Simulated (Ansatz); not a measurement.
Gas-phase reaction R1 → P1 + P2, each structure at its B3LYP-D3(BJ)/def2-TZVP stationary point, reached from a drawn start (curvature not checked).
P1, C2H4 (SMILES C=C) (charge 0, multiplicity 1):
```xyz
6

C      0.00000     0.00000     0.66231
C      0.00000     0.00000    -0.66231
H      0.00000     0.92156     1.23180
H      0.00000    -0.92156     1.23180
H      0.00000     0.92156    -1.23180
H      0.00000    -0.92156    -1.23180
```
P2: H atom, charge 0, multiplicity 2.
R1: C2H5 (SMILES [CH2]C), charge 0, multiplicity 2.

P less R. No zero-point or thermal terms; singlets are restricted closed shells; open shells are unrestricted.

Frozen-core correlation throughout.

Codes used: Ansatz (an electronic-structure program) with Gaussian orbitals. Each number belongs to the level named beside it.

```
level                 reaction energy (kcal/mol)
--------------------  --------------------------
PBE/def2-TZVPP                             40.57
r2SCAN/def2-TZVPP                          46.05
B97M-V/def2-TZVPP                          42.64
CAM-B3LYP/def2-TZVPP                       43.34
MP2/cc-pVDZ                                36.41
MP2/cc-pVQZ                                37.30
SCS-MP2/cc-pVDZ                            37.23
CCSD(T)/cc-pVDZ                            38.96
CCSD(T)/cc-pVTZ                                ?
```

Q: Complete the blanks.

A: 
- CCSD(T)/cc-pVTZ, reaction energy (kcal/mol): 40.16
